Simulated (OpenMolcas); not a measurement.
Computed levels of 4s2 4p3 in ions with 33 electrons, in cm-1 above 4S* 3/2.

```yaml
Program: OpenMolcas 26.06
Method: CASSCF
Basis: ANO-RCC-VQZP
Scalar_Hamiltonian: DKH2, point nucleus
Spin-orbit_coupling: state interaction with AMFI integrals over the reference wave functions, term energies averaged over their components
```

Active space for each ion: 3 electrons in 3 orbitals (4p).

| Level | As | Br2+ | Kr3+ |
| --- | --- | --- | --- |
| 2D* 3/2 | 14502 | 19941 | 22009 |
| 2D* 5/2 | 14688 | 20672 | 23240 |
| 2P* 1/2 | 24234 | 34150 | 38316 |
| 2P* 3/2 | 24481 | 35137 | 39997 |

Q: Estimate 2D* 3/2, 2D* 5/2 for Se+ from its neighbours As and Br2+.

A: 2D* 3/2 is another term, which grows about linearly with the charge: (14502 + 19941) / 2 = 17222. The calculation gives 17492, so the estimate is off by -1.5 %; the measured value is 13168 (NIST Handbook of Basic Atomic Spectroscopic Data).
2D* 5/2 is another term, which grows about linearly with the charge: (14688 + 20672) / 2 = 17680. The calculation gives 17889, so the estimate is off by -1.2 %; the measured value is 13784 (NIST Handbook of Basic Atomic Spectroscopic Data).

With the s shell closed, the reference lacks s² → p² mixing. Without dynamic correlation excited terms often stand tens of per cent too high (terms of higher spin than the ground term too low), and those without a measured partner can miss by more than the paired ones (holds for As; Se+). Computed and measured levels are paired by configuration, term and J; levels that our copy of the source lacks, or whose pairing is in doubt (as where it misses far off the trend of its configuration), stay unpaired and out of the deviations. Levels of configurations outside the active space are missing.

* marks odd parity.
